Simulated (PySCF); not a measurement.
Electron correlation in Tc⁺ (technetium, charge +1)

[Kr] 4d4 5s1 5p1, one real determinant (an excited configuration). Calculation: PySCF 2.14, in x2c-TZVPPall; scalar relativity by spin-free X2C-1e. Frozen: [Ar] 3d10; 14 electrons correlated.

| level | correlation energy (mhartree) |
| --- | --- |
| CCSD | -353.89 |
| (T) | -8.44 |
| CCSD(T) | -362.33 |

Diagnostics: T1 = 0.013, D1 = 0.0631, largest double amplitude 0.029.

The real determinant used has ⟨L²⟩ near 8 against 12 for a pure F term, so it mixes terms.

Cost of the coupled-cluster step: of the order of 11 core-seconds, for 14 correlated electrons.

The basis was made for the ground configuration and has no added diffuse functions, which can raise the energy of the promoted electron.

The reference is one real determinant that mixes LS terms of this configuration.

This basis was not built for core-valence correlation, so the inner-shell part is incomplete.
